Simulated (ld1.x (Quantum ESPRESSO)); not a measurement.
**Which change was made? (Bi, TM)**

```json
{"Element": "Bi (Z = 83)", "Generator": "ld1.x (Quantum ESPRESSO) 7.5", "Type": "norm-conserving Troullier–Martins (Kleinman–Bylander form)", "Functional": "PBE", "Relativity": "scalar-relativistic", "Frozen core": "[Xe] 4f14 5d10", "Valence charge": "5", "Reference configuration": "6s1 6p4", "Partial waves": "6s (bound): rc 1.80 bohr; 6p (bound): rc 2.65 bohr; 6d channel at 0.45 Ry: rc 2.70 bohr", "Local potential": "all-electron potential smoothed inside 1.75 bohr (lloc = -1)", "Core correction": "Bessel-smoothed model core, default radius (core density twice the valence density)"}
```

Cutoffs, loose and tight: the cutoffs (Ry, on a coarse ladder) from which the occupation-weighted sum of valence levels, in a spherical-Bessel basis at the reference potential, stays within 10 and 1 mRy of its value at 400 Ry. They do not see the model core or the augmentation charge, which bear on the density cutoff. Test errors are all-electron minus pseudo excitation energies from the reference, over the configurations 6s2 6p3; 6s2 6p2; 6s2 6p1; 6s2 6p0; 6s1 6p3; 6s1 6p0; 6s2 6p3.3; variants that change the core or the reference have their own tests.

The base gives: outcome: generated; cutoff, loose: 21 Ry; cutoff, tight: 35 Ry; bound ghosts: s; largest test error (meV): -614.

On the changes marked as counting shells twice: ld1.x takes every shell without a wave as core, so the model core holds the marked electrons as well and exchange and correlation see them twice. This cancels in the reference configuration, but the file is broken for other ones, and its errors say nothing about a proper core correction.

After one change the result is: outcome: generated; cutoff, loose: 50 Ry; cutoff, tight: 180 Ry; bound ghosts: s, p; largest test error (meV): -599. Which change was it?
A. all radii but the core radius scaled by about 0.78 (s 1.40, p 2.06, d 2.10 bohr); local potential all-electron potential smoothed inside 1.36 bohr (lloc = -1)
B. core [Kr] 4d10 4f14 5s2, valence charge 21; reference 5p6 5d10 6s1.5 6p3.5; waves now 6s (bound): rc 1.85 bohr; 5d (bound): rc 1.35 bohr; 5f channel at 0.05 Ry: rc 1.70 bohr; 5p (bound): rc 1.60 bohr; local potential the p channel; core correction a·sin(br)/r model core, default radius (core density twice the valence density) (6p counted twice)
C. reference 6s2 6p2
D. core correction none

A. The others give: reference 6s2 6p2 → outcome: generated; cutoff, loose: 25 Ry; cutoff, tight: 50 Ry; bound ghosts: s, p; largest test error (meV): -713 | core correction none → outcome: generated; cutoff, loose: 21 Ry; cutoff, tight: 35 Ry; bound ghosts: s; largest test error (meV): +173 | core [Kr] 4d10 4f14 5s2, valence charge 21; reference 5p6 5d10 6s1.5 6p3.5; waves now 6s (bound): rc 1.85 bohr; 5d (bound): rc 1.35 bohr; 5f channel at 0.05 Ry: rc 1.70 bohr; 5p (bound): rc 1.60 bohr; local potential the p channel; core correction a·sin(br)/r model core, default radius (core density twice the valence density) (6p counted twice) → outcome: generated, misses its reference levels by 1.02 eV; cutoff, loose: 70 Ry; cutoff, tight: 100 Ry; bound ghosts: s; largest test error (meV): -4448.
